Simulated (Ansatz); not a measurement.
Ansatz (a first-principles code) input for Al(Et)(OH)(NH2) (C2H8AlNO), SMILES [OH][Al]([CH2]C)[NH2], PBE0-D3(BJ)/def2-SVP. 

Ansatz 0.2 input:
```yaml
crystal:
  periodic: [false, false, false]
  atoms:
    - {symbol: Al, position_ang: [-0.06246168, 0.06314565, 0.56161871]}
    - {symbol: C, position_ang: [0.23998252, -0.94656900, -1.15407383]}
    - {symbol: C, position_ang: [0.22051850, -0.08134363, -2.41701428]}
    - {symbol: H, position_ang: [-0.52267480, -1.72803929, -1.25071481]}
    - {symbol: H, position_ang: [1.19139677, -1.48474912, -1.09096417]}
    - {symbol: H, position_ang: [1.04623422, 0.62766761, -2.41236363]}
    - {symbol: H, position_ang: [-0.70556924, 0.48771398, -2.47854462]}
    - {symbol: H, position_ang: [0.30226165, -0.69556460, -3.31549381]}
    - {symbol: O, position_ang: [-0.77565241, 1.54442629, 0.52173909]}
    - {symbol: H, position_ang: [-1.18409398, 2.39702617, 0.50580346]}
    - {symbol: N, position_ang: [0.42553195, -0.68055748, 2.10726219]}
    - {symbol: H, position_ang: [0.26281239, -0.27768339, 3.01998249]}
    - {symbol: H, position_ang: [0.88512413, -1.57129718, 2.22303226]}
basis:
  gaussian:
    orbitals: def2-SVP
hamiltonian:
  xc: pbe0
  dispersion: d3bj
relax: {f_tol: 0.002, max_steps: 200}
```

It prints:

```
[...]
integrals: 0.07 GiB planned
1233 factors; integrals over basis functions are off by at most 3.3e-4 eV
mean field: 0.47 GiB planned
mean field -12325.01334300 eV, -452.9358861610 hartree, gradient 6.7e-6 eV, S^2 0.000000; 0 other end points of the search recorded, 0 dependent functions left out
the calculation of the forces begins
reference -12325.01337403 eV, -452.9358873013 hartree; 24, 24 occupied and 90, 90 virtual orbitals, 1233 factors
relax step  17: F+E_penalty+E_count = -12325.21501401 eV  Δ(F+E_penalty+E_count) = -3.470e-4 eV  max|allowed force component| = 2.285e-1 eV/Å  Δτ_max = 0.0179 Å  (29 SCF iters, accepted)
these checks for a lower state are left out or cut short: starts, cluster_reference, orbital_swaps, neighbouring_geometries, increment
integrals: 0.07 GiB planned
1233 factors; integrals over basis functions are off by at most 3.3e-4 eV
mean field: 0.48 GiB planned
mean field evaluation 128: about -12324.9902 eV, gradient 5.3e-3 eV
mean field -12325.01431618 eV, -452.9359219249 hartree, gradient 6.8e-6 eV, S^2 0.000000; 0 other end points of the search recorded, 0 dependent functions left out
the calculation of the forces begins
reference -12325.01434722 eV, -452.9359230655 hartree; 24, 24 occupied and 90, 90 virtual orbitals, 1233 factors
relax step  18: F+E_penalty+E_count = -12325.21584032 eV  Δ(F+E_penalty+E_count) = -8.263e-4 eV  max|allowed force component| = 9.262e-2 eV/Å  Δτ_max = 0.0239 Å  (29 SCF iters, accepted)
these checks for a lower state are left out or cut short: starts, cluster_reference, orbital_swaps, neighbouring_geometries, increment
integrals: 0.07 GiB planned
1233 factors; integrals over basis functions are off by at most 3.3e-4 eV
mean field: 0.47 GiB planned
mean field -12325.01532759 eV, -452.9359590935 hartree, gradient 2.4e-5 eV, S^2 0.000000; 0 other end points of the search recorded, 0 dependent functions left out
the calculation of the forces begins
reference -12325.01535861 eV, -452.9359602335 hartree; 24, 24 occupied and 90, 90 virtual orbitals, 1233 factors
relax step  19: F+E_penalty+E_count = -12325.21684145 eV  Δ(F+E_penalty+E_count) = -1.001e-3 eV  max|allowed force component| = 3.152e-2 eV/Å  Δτ_max = 0.0110 Å  (22 SCF iters, accepted)
these checks for a lower state are left out or cut short: starts, cluster_reference, orbital_swaps, neighbouring_geometries, increment
integrals: 0.07 GiB planned
1233 factors; integrals over basis functions are off by at most 3.3e-4 eV
mean field: 0.47 GiB planned
mean field -12325.01548898 eV, -452.9359650245 hartree, gradient 6.8e-6 eV, S^2 0.000000; 0 other end points of the search recorded, 0 dependent functions left out
the calculation of the forces begins
reference -12325.01552000 eV, -452.9359661643 hartree; 24, 24 occupied and 90, 90 virtual orbitals, 1233 factors
relax step  20: F+E_penalty+E_count = -12325.21696205 eV  Δ(F+E_penalty+E_count) = -1.206e-4 eV  max|allowed force component| = 9.528e-3 eV/Å  Δτ_max = 0.0143 Å  (29 SCF iters, accepted)
these checks for a lower state are left out or cut short: starts, cluster_reference, orbital_swaps, neighbouring_geometries, increment
integrals: 0.07 GiB planned
1233 factors; integrals over basis functions are off by at most 3.3e-4 eV
mean field: 0.47 GiB planned
mean field -12325.01549018 eV, -452.9359650687 hartree, gradient 8.4e-6 eV, S^2 0.000000; 0 other end points of the search recorded, 0 dependent functions left out
the calculation of the forces begins
reference -12325.01552120 eV, -452.9359662086 hartree; 24, 24 occupied and 90, 90 virtual orbitals, 1233 factors
relax step  21: F+E_penalty+E_count = -12325.21697635 eV  Δ(F+E_penalty+E_count) = -1.430e-5 eV  max|allowed force component| = 5.497e-3 eV/Å  Δτ_max = 0.0037 Å  (22 SCF iters, accepted)
these checks for a lower state are left out or cut short: starts, cluster_reference, orbital_swaps, neighbouring_geometries, increment
integrals: 0.07 GiB planned
1233 factors; integrals over basis functions are off by at most 3.3e-4 eV
mean field: 0.47 GiB planned
mean field -12325.01548641 eV, -452.9359649301 hartree, gradient 4.5e-5 eV, S^2 0.000000; 0 other end points of the search recorded, 0 dependent functions left out
the calculation of the forces begins
reference -12325.01551743 eV, -452.9359660701 hartree; 24, 24 occupied and 90, 90 virtual orbitals, 1233 factors
relax step  22: F+E_penalty+E_count = -12325.21697851 eV  Δ(F+E_penalty+E_count) = -2.158e-6 eV  max|allowed force component| = 5.436e-3 eV/Å  Δτ_max = 0.0021 Å  (19 SCF iters, accepted)
these checks for a lower state are left out or cut short: starts, cluster_reference, orbital_swaps, neighbouring_geometries, increment
integrals: 0.07 GiB planned
1233 factors; integrals over basis functions are off by at most 3.3e-4 eV
mean field: 0.47 GiB planned
mean field evaluation 160: about -12325.0155 eV, gradient 4.2e-5 eV
mean field -12325.01549139 eV, -452.9359651131 hartree, gradient 4.2e-5 eV, S^2 0.000000; 0 other end points of the search recorded, 0 dependent functions left out
the calculation of the forces begins
reference -12325.01552241 eV, -452.9359662531 hartree; 24, 24 occupied and 90, 90 virtual orbitals, 1233 factors
relax step  23: F+E_penalty+E_count = -12325.21698193 eV  Δ(F+E_penalty+E_count) = -3.423e-6 eV  max|allowed force component| = 3.001e-3 eV/Å  Δτ_max = 0.0020 Å  (19 SCF iters, accepted)
these checks for a lower state are left out or cut short: starts, cluster_reference, orbital_swaps, neighbouring_geometries, increment
integrals: 0.07 GiB planned
1233 factors; integrals over basis functions are off by at most 3.3e-4 eV
mean field: 0.47 GiB planned
mean field -12325.01549875 eV, -452.9359653836 hartree, gradient 6.2e-6 eV, S^2 0.000000; 0 other end points of the search recorded, 0 dependent functions left out
the calculation of the forces begins
reference -12325.01552977 eV, -452.9359665236 hartree; 24, 24 occupied and 90, 90 virtual orbitals, 1233 factors
relax step  24: F+E_penalty+E_count = -12325.21698538 eV  Δ(F+E_penalty+E_count) = -3.445e-6 eV  max|allowed force component| = 3.031e-3 eV/Å  Δτ_max = 0.0043 Å  (22 SCF iters, accepted)
these checks for a lower state are left out or cut short: starts, cluster_reference, orbital_swaps, neighbouring_geometries, increment
integrals: 0.07 GiB planned
1233 factors; integrals over basis functions are off by at most 3.3e-4 eV
mean field: 0.48 GiB planned
mean field -12325.01550744 eV, -452.9359657029 hartree, gradient 1.3e-5 eV, S^2 0.000000; 0 other end points of the search recorded, 0 dependent functions left out
the calculation of the forces begins
reference -12325.01553846 eV, -452.9359668429 hartree; 24, 24 occupied and 90, 90 virtual orbitals, 1233 factors
relax step  25: F+E_penalty+E_count = -12325.21698859 eV  Δ(F+E_penalty+E_count) = -3.209e-6 eV  max|allowed force component| = 3.665e-3 eV/Å  Δτ_max = 0.0067 Å  (22 SCF iters, accepted)
these checks for a lower state are left out or cut short: starts, cluster_reference, orbital_swaps, neighbouring_geometries, increment
integrals: 0.07 GiB planned
1233 factors; integrals over basis functions are off by at most 3.3e-4 eV
mean field: 0.47 GiB planned
mean field -12325.01552200 eV, -452.9359662380 hartree, gradient 1.5e-5 eV, S^2 0.000000; 0 other end points of the search recorded, 0 dependent functions left out
the calculation of the forces begins
reference -12325.01555303 eV, -452.9359673782 hartree; 24, 24 occupied and 90, 90 virtual orbitals, 1233 factors
relax step  26: F+E_penalty+E_count = -12325.21699266 eV  Δ(F+E_penalty+E_count) = -4.069e-6 eV  max|allowed force component| = 4.101e-3 eV/Å  Δτ_max = 0.0101 Å  (22 SCF iters, accepted)
these checks for a lower state are left out or cut short: starts, cluster_reference, orbital_swaps, neighbouring_geometries, increment
integrals: 0.07 GiB planned
1233 factors; integrals over basis functions are off by at most 3.3e-4 eV
mean field: 0.47 GiB planned
mean field -12325.01552818 eV, -452.9359664649 hartree, gradient 8.2e-5 eV, S^2 0.000000; 0 other end points of the search recorded, 0 dependent functions left out
the calculation of the forces begins
reference -12325.01555920 eV, -452.9359676052 hartree; 24, 24 occupied and 90, 90 virtual orbitals, 1233 factors
relax step  27: F+E_penalty+E_count = -12325.21699585 eV  Δ(F+E_penalty+E_count) = -3.193e-6 eV  max|allowed force component| = 2.391e-3 eV/Å  Δτ_max = 0.0030 Å  (19 SCF iters, accepted)
these checks for a lower state are left out or cut short: starts, cluster_reference, orbital_swaps, neighbouring_geometries, increment
integrals: 0.07 GiB planned
1233 factors; integrals over basis functions are off by at most 3.3e-4 eV
mean field: 0.47 GiB planned
mean field -12325.01552906 eV, -452.9359664976 hartree, gradient 3.1e-5 eV, S^2 0.000000; 0 other end points of the search recorded, 0 dependent functions left out
the calculation of the forces begins
reference -12325.01556009 eV, -452.9359676378 hartree; 24, 24 occupied and 90, 90 virtual orbitals, 1233 factors
relax step  28: F+E_penalty+E_count = -12325.21699723 eV  Δ(F+E_penalty+E_count) = -1.377e-6 eV  max|allowed force component| = 2.514e-3 eV/Å  Δτ_max = 0.0015 Å  (18 SCF iters, accepted)
these checks for a lower state are left out or cut short: starts, cluster_reference, orbital_swaps, neighbouring_geometries, increment
integrals: 0.07 GiB planned
1233 factors; integrals over basis functions are off by at most 3.3e-4 eV
mean field: 0.48 GiB planned
mean field -12325.01552953 eV, -452.9359665146 hartree, gradient 3.6e-5 eV, S^2 0.000000; 0 other end points of the search recorded, 0 dependent functions left out
the calculation of the forces begins
reference -12325.01556056 eV, -452.9359676550 hartree; 24, 24 occupied and 90, 90 virtual orbitals, 1233 factors
relax step  29: F+E_penalty+E_count = -12325.21699774 eV  Δ(F+E_penalty+E_count) = -5.169e-7 eV  max|allowed force component| = 1.984e-3 eV/Å  Δτ_max = 0.0019 Å  (19 SCF iters, accepted)
integrals: 0.07 GiB planned
1233 factors; integrals over basis functions are off by at most 3.3e-4 eV
mean field: 0.48 GiB planned
mean field evaluation 192: about -12325.0155 eV, gradient 3.6e-5 eV
mean field -12325.01552953 eV, -452.9359665146 hartree, gradient 3.6e-5 eV, S^2 0.000000; 1 other end points of the search recorded, 0 dependent functions left out
the calculation of the forces begins
reference -12325.01556056 eV, -452.9359676550 hartree; 24, 24 occupied and 90, 90 virtual orbitals, 1233 factors
Total energy: -12325.21702877 eV, -452.9433714752 hartree
Atom 0 at    -0.132070     0.038977     0.477186 Å, force    -0.000654     0.001984     0.000985 eV/Å
Atom 1 at     0.139276    -0.965363    -1.176296 Å, force    -0.000435    -0.000683    -0.000588 eV/Å
Atom 2 at     0.324488    -0.110918    -2.432045 Å, force     0.000290     0.000103    -0.000048 eV/Å
Atom 3 at    -0.740182    -1.625486    -1.299981 Å, force     0.000020    -0.000041    -0.000039 eV/Å
Atom 4 at     0.992335    -1.655305    -1.045353 Å, force     0.000112     0.000076    -0.000091 eV/Å
Atom 5 at     1.230939     0.513169    -2.371104 Å, force    -0.000090     0.000040    -0.000026 eV/Å
Atom 6 at    -0.521531     0.577892    -2.581694 Å, force     0.000057    -0.000146     0.000122 eV/Å
Atom 7 at     0.416026    -0.722692    -3.345262 Å, force     0.000047    -0.000006    -0.000104 eV/Å
Atom 8 at    -0.997512     1.508592     0.366625 Å, force     0.000783    -0.001231     0.000468 eV/Å
Atom 9 at    -1.215699     2.113060     1.075556 Å, force    -0.000152     0.000020    -0.000270 eV/Å
Atom 10 at     0.473359    -0.537734     2.044136 Å, force     0.000497    -0.000549    -0.000531 eV/Å
Atom 11 at     0.347919    -0.088114     2.943635 Å, force    -0.000102     0.000101     0.000024 eV/Å
Atom 12 at     1.006063    -1.391902     2.164867 Å, force    -0.000374     0.000331     0.000100 eV/Å
Dipole moment:     0.097620    -0.070368     0.416831 e Å
```

The run converged.
